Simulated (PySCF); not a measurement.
**Bonding in `FC(F)(F)C1=NCCCC1`**

Compound: C6H8F3N.
SMILES with atom numbers: `[F:1][C:2]([F:3])([F:4])[C:5]1=[N:6][CH2:7][CH2:8][CH2:9][CH2:10]1` (hydrogens: H11, H12 on C7; H13, H14 on C8; H15, H16 on C9; H17, H18 on C10)

Cartesian coordinates in Å at the GFN2-xTB level; atoms count from 1:
```
atom  x, y, z in Å
F1     3.0742    0.7030    0.2304
C2     2.4024   -0.4645    0.2522
F3     2.8115   -1.1444   -0.8374
F4     2.8314   -1.1394    1.3152
C5     0.9039   -0.2416    0.2236
N6     0.2438   -0.6552    1.2082
C7    -1.1787   -0.5020    1.2586
C8    -1.8320   -0.1313   -0.0733
C9    -1.0209    0.9712   -0.7495
C10    0.3971    0.4618   -1.0030
H11   -1.3738    0.2624    2.0183
H12   -1.5729   -1.4451    1.6469
H13   -1.8565   -1.0105   -0.7205
H14   -2.8575    0.1951    0.0984
H15   -1.4852    1.2722   -1.6891
H16   -0.9807    1.8449   -0.0956
H17    0.4108   -0.2496   -1.8349
H18    1.0742    1.2795   -1.2603
```

Bond orders from the PBE0/pcSseg-1 density (PySCF). The structure is a single GFN2-xTB conformer in the gas phase; no vibrational or solvent corrections.

Question: How far do the computed orders between heavy atoms stray from the drawn ones?

Answer: The largest departure is 0.073, at C10–C5 (drawn single, 0.927).

Question: Give the Mayer order of every bond between heavy atoms, beside its length.

Answer: 
```
  bond  drawn as  length (Å)  Mayer order
 F1–C2    single       1.347        0.977
 C2–F3    single       1.348        0.974
 C2–F4    single       1.330        1.043
 C2–C5    single       1.515        0.969
 C5–N6    double       1.255        2.001
 N6–C7    single       1.432        0.991
 C7–C8    single       1.529        1.024
 C8–C9    single       1.527        1.027
C9–C10    single       1.528        1.034
C10–C5    single       1.502        0.927
```

By pair of heavy elements: C–F: lowest C2–F3 and F1–C2 (0.974, 1.348 Å), highest C2–F4 (1.043, 1.330 Å). C–C: lowest C10–C5 (0.927, 1.502 Å), highest C9–C10 (1.034, 1.528 Å); in 7 of the 10 pairs the longer bond (by over 0.003 Å) has the higher order (by 0.02 or more). C–N: lowest N6–C7 (0.991, 1.432 Å), highest C5–N6 (2.001, 1.255 Å). Bonds named together lie within 0.004.

Question: And the bonds to hydrogen?

Answer: C–H: 0.92 to 0.96 (8 bonds).

Question: Sum the orders of all bonds at each heavy atom with more than one neighbour and set the sums beside the valence in the SMILES.

Answer: C2 3.963 (drawn 4), C5 3.897 (drawn 4), N6 2.992 (drawn 3), C7 3.891 (drawn 4), C8 3.947 (drawn 4), C9 3.969 (drawn 4), C10 3.814 (drawn 4). Orders between atoms that aren't bonded are not in these sums.

The Mayer order sums products of elements of PS (density times overlap matrix) between the two atoms' basis functions, so it depends on the basis set.
